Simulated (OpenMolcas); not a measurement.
**Cu2+ in CaF2: curves along the breathing mode**

Cu2+ with its 8 nearest fluoride ions, on the Ca site of CaF2 (a = 5.46294 Å, distance in the model lattice 2.366 Å). The rest of the host is ab initio model potentials to 7.6 Å and point charges beyond; the distance is set by hand and nothing relaxes. Ligand basis ANO-RCC-VDZP.

```json
{
 "Program": "OpenMolcas 26.06",
 "Method": "CASSCF",
 "Basis": "ANO-RCC-VDZP [5s4p2d1f]",
 "Scalar Hamiltonian": "DKH2, point nucleus",
 "Active space": "9 electrons in 5 orbitals (3d)",
 "State averaging": "2S+1 = 2 even, 5 roots",
 "Spin-orbit coupling": "RASSI with atomic mean-field integrals over the reference wave functions"
}
```

Spin-free energies (labels of O, the rotations of Oh) in cm-1 above the lowest fitted minimum, as all ligands move together:

```
R (Å)    2T2     2E
2.091   1150   4840
 2.14    -10   3170
2.189   1400   4160
2.238   5090   7490
2.288  10920  13010
2.337  18430  20270
2.386  27520  29140
```

Cubic fits give the following; the wavenumber is harmonic, with the mass of all moving ligands, small differences in it between states hang on the degree of the fit, a number in brackets counts states of one label, and the table is a selection of at most 14 states with clean curves.

```
State  R0 (Å)  Breathing mode (cm-1)  Minimum (cm-1)
  2T2   2.137                    485               0
   2E   2.146                    488            3170
```

The minimum of 2E is shifted by +0.0089 Å against 2T2 (from the unrounded fits). With M = 152.0 u for the moving shell, the Huang-Rhys factor in this mode is S = M ω ΔR² / 2ħ = 0.01483 × 152.0 × 485 × 0.0089² = 0.09. Only the first shell moves, against a rigid host.

An orbital triplet at a regular site is open to Jahn-Teller coupling, which can distort the site and quench the lowest spin-orbit gaps and is left out. Ligand-to-metal charge-transfer states are missing. With metal d orbitals alone and no dynamic correlation 10Dq can be off by a tenth to a fifth, either way, in oxide and fluoride hosts. No measured value stands beside these numbers.
